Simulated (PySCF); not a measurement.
# Polarisability and C₆ of Sr⁺ (strontium, charge +1)

[Kr] 4d1, 2D determinant (an excited configuration). All numbers are calculated (PySCF 2.14, scalar relativity by spin-free X2C-1e, in x2c-TZVPPall with one added diffuse shell each of s, p, d, f type (9s7p7d3f1g, 95 functions)). Coupled (time-dependent) response in atomic units; α is the mean over directions.

```tsv
method	mean α (bohr³)	α xx, yy, zz	C₆ (like pair)	S(−4)
UHF	95.24	134.6, 134.6, 16.52	390.1	70940
PBE	98.98	139.4, 139.4, 18.06	440.1	60500
PBE0	88.24	123.9, 123.9, 16.92	388.9	45890
```

S(−4) is the Cauchy moment in α(ω) = α(0) + S(−4) ω² + …

Spin-orbit coupling is absent.

α(iu) at UHF:

```tsv
u (hartree)	α(iu) (bohr³)
0	95.24
0.0500	41.95
0.100	25.14
0.200	16.09
0.300	12.15
0.500	8.166
0.750	5.681
1.00	4.211
1.50	2.549
2.00	1.682
3.00	0.8734
5.00	0.3557
```

A single London oscillator, α(iu) = α/(1 + u²/ω²), gives C₆ = (3/4) ω α². Matching the computed C₆ needs ω = 4 × 390.1 / (3 × 95.24²) = 0.0573 hartree.

For an ion, C₆ is the dispersion term alone; charge-induced terms of lower order in 1/R come first.

The components differ because the open shell of this determinant is not spherical; for a pure term their mean is the scalar polarisability.
